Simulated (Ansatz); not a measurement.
F$_{6}$Se, charge +1, doublet, geometry from GFN2-xTB of the parent state (a state made from the parent by changing its charge; the spin is typed, not shown lowest); Ansatz (a first-principles code) with B3LYP/3-21G.

Ansatz was given this input:
Ansatz 0.2 input:
```yaml
crystal:
  periodic: [false, false, false]
  atoms:
    - {symbol: F, position_ang: [0.97227429, -1.31989934, -0.49748921]}
    - {symbol: Se, position_ang: [-0.00000000, 0.00000000, 0.00000000]}
    - {symbol: F, position_ang: [1.22973411, 1.08914258, -0.48628133]}
    - {symbol: F, position_ang: [-1.22973411, -1.08914258, 0.48628133]}
    - {symbol: F, position_ang: [-0.69092966, 0.08112488, -1.56556125]}
    - {symbol: F, position_ang: [0.69092966, -0.08112488, 1.56556125]}
    - {symbol: F, position_ang: [-0.97227429, 1.31989934, 0.49748921]}
basis:
  gaussian:
    orbitals: 3-21G.json
hamiltonian:
  xc: b3lyp
total_charge: 1
magnetization: {spin_polarized: false, initial_magnetization: 1}
```
The basis file holds 3-21G in the JSON format of the Basis Set Exchange.

Output, abridged:

```
Functional definition: B3LYP
760 factors; integrals over basis functions are off by at most 1.3e-4 eV
mean field evaluation 1: about -81223.9463 eV, gradient 7.9e1 eV
mean field evaluation 2: about -81224.0149 eV, gradient 7.9e1 eV
mean field evaluation 4: about -81228.2511 eV, gradient 6.4e1 eV
mean field evaluation 8: about -81233.2024 eV, gradient 2.8e1 eV
mean field evaluation 16: about -81234.7947 eV, gradient 9.9e-1 eV
mean field evaluation 32: about -81234.8387 eV, gradient 4.9e-5 eV
mean field evaluation 64: about -81115.2409 eV, gradient 1.0e2 eV
mean field evaluation 96: about -81234.7653 eV, gradient 1.1e-1 eV
mean field evaluation 128: about -81234.4444 eV, gradient 7.9e-1 eV
mean field evaluation 160: about -81234.7409 eV, gradient 4.9e0 eV
mean field evaluation 192: about -81234.8124 eV, gradient 2.4e-1 eV
mean field evaluation 224: about -81224.0177 eV, gradient 7.9e1 eV
mean field -81234.83865258 eV, -2985.3252575309 hartree, gradient 6.6e-6 eV, S^2 0.750000; 17 other end points of the search recorded, 0 dependent functions left out
reference -81234.83878062 eV, -2985.3252622365 hartree; 44, 43 occupied and 33, 34 virtual orbitals, 760 factors
Total energy: -81234.83878062 eV, -2985.3252622365 hartree
```
